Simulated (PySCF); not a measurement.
These are PySCF with PBE0-D4/def2-TZVP // PBE0-D4/def2-SVP values and carry that method's errors. Gas-phase values, no solvent. One relaxed conformer stands for a flexible species; it need not be the lowest. Excitations are Tamm–Dancoff values on a coarser integration grid. The basis has no diffuse functions, so Rydberg states are missing or too high.

Reference species (SMILES): `[NH2][GeH2][CH]=O` (neutral, multiplicity 1).

* **S1–T1 gap (TDA)**: 0.75 eV
* **HOMO**: -6.76 eV
* **HOMO–LUMO gap**: 5.33 eV
* **T1 excitation (TDA)**: 2.54 eV

After one change: the S1–T1 gap (TDA) falls by 0.02 eV; the HOMO falls by 0.16 eV; the HOMO–LUMO gap goes up by 0.03 eV; the T1 excitation (TDA) rises by 0.06 eV.

Problem. Which change was made? The new species is one of these.
(A) `[NH2][GeH2][GeH2][GeH2][GeH2][GeH2][CH]=O`
(B) `[NH2][GeH2][GeH2][CH]=O`
(C) `[NH2][GeH2][GeH2][GeH2][GeH2][CH]=O`
(D) `[NH2][GeH2][GeH2][GeH2][GeH2][GeH2][GeH2][CH]=O`

Solution. B, `[NH2][GeH2][GeH2][CH]=O`
